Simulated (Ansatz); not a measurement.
`O[SiH]([SiH3])S` + H₂ → `O[SiH2][SiH3]` + H₂S at 298.15 K and 1 bar (hydrogenolysis of the Si–S bond).

Calculated with Ansatz (gas phase, PBE0-D4/def2-TZVP geometries, no zero-point term in ΔE). CBS: MP2 limit from def2 TZ/QZ plus the TZ coupled-cluster correction, frozen cores. This one scheme is used for every species. Each species was taken in one conformer, which may not be the lowest.

| species | CCSD(T)/CBS energy (Eh) | H − E (kJ/mol) | S (J/(mol·K)) |
| --- | --- | --- | --- |
| `O[SiH]([SiH3])S` | -1054.78504 | 174.5 | 366.9 |
| H₂ | -1.17544 | 35.1 | 130.4 |
| `O[SiH2][SiH3]` | -656.96789 | 164.6 | 321.1 |
| H₂S | -398.97279 | 49.9 | 205.7 |

H − E and S are ideal-gas, rigid-rotor, harmonic terms from PBE0-D4/def2-TZVP, for one conformer and one mirror image of each species. The MP2-based limit puts H₂ 0.8 mEh under its directly extrapolated value; such offsets cancel only in part. 1 Eh = 2625.50 kJ/mol, R = 8.31446 J/(mol·K).

By hand: ΔE, ΔH, ΔS and ΔG.

ΔE = (-656.96789) + (-398.97279) − (-1054.78504) − (-1.17544) = 0.01980 Eh = 52.0 kJ/mol. Δ(H − E) = 164.6 + 49.9 − 174.5 − 35.1 = 4.9, so ΔH = 56.9 kJ/mol. ΔS = 321.1 + 205.7 − 366.9 − 130.4 = 29.5 J/(mol·K). ΔG = 56.9 − 298.15 × (29.5)/1000 = 48.1 kJ/mol.

By hand: the equilibrium constant, and the temperature at which ΔG would vanish if ΔH and ΔS stayed fixed.

log₁₀ K = −ΔG/(RT ln 10) = -8.4. ΔG = 0 at ΔH/ΔS = 1929 K.

ΔH outweighs TΔS. A doubt of 5 kJ/mol in ΔE shifts log₁₀ K by 0.9 here. Other conformers and mirror images would add mixing entropy, several J/(mol·K) or more a flexible species. These are equilibria of isolated gas molecules and say nothing of rates. Largest T1 diagnostic: 0.012 (customary marks: 0.02 for closed shells, 0.045 for open ones).
